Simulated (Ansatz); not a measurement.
ClFH2NNbS (`[NH2][Nb]([F])(=[S])[Cl]`), charge 0, multiplicity 1.

Give a relaxed structure at PBE0-D4/def2-TZVP (Ansatz). (Best estimate.)

Computed: 
Z-matrix (Å, degrees):
```
Nb
F 1 1.862
S 1 2.130 2 111.4
N 1 1.934 2 109.9 3 115.7
Cl 1 2.289 2 110.3 3 -123.6
H 4 1.009 1 127.1 2 -121.7
H 4 1.013 1 121.8 2 58.6
```
